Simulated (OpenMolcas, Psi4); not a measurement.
## InClF2: a line through the functionals

The species is InClF2 (4 atoms), meant as a singlet with charge 0. As SMILES, `[F][In]([F])[Cl]`. The shape is that of a PBE0-D4/def2-TZVP optimisation.

The dipole moment y, in D, basis def2-SVP with a core potential; a is the functional's share of exact exchange. Programs: OpenMolcas 26.06, Psi4 1.11.

```
functional     program     a  y (D)
      BP86  OpenMolcas     0   1.04
       PBE        Psi4     0   1.03
     TPSSh        Psi4   0.1   1.01
     B3LYP        Psi4   0.2   1.21
      PBE0        Psi4  0.25      ?
     BHLYP        Psi4   0.5   1.32
```

Question: Fit y = c + s·a to the known rows and predict PBE0.

Answer: 
1. Means of the 5 rows: a = 0.1600, y = 1.122.
2. Σ(Δa)² = 0.172, Σ(Δa·Δy) = 0.1054, so the slope is 0.1054/0.172 = 0.61279.
3. Intercept: 1.122 − (0.61279) × 0.1600 = 1.024. The largest residual of the fit is 0.075.
4. PBE0: 1.024 + (0.61279) × 0.25 = 1.18 D.

The run gave 1.16 D, so the prediction is off by +0.02 D, within the largest residual. More exact exchange makes the molecule more polar here.
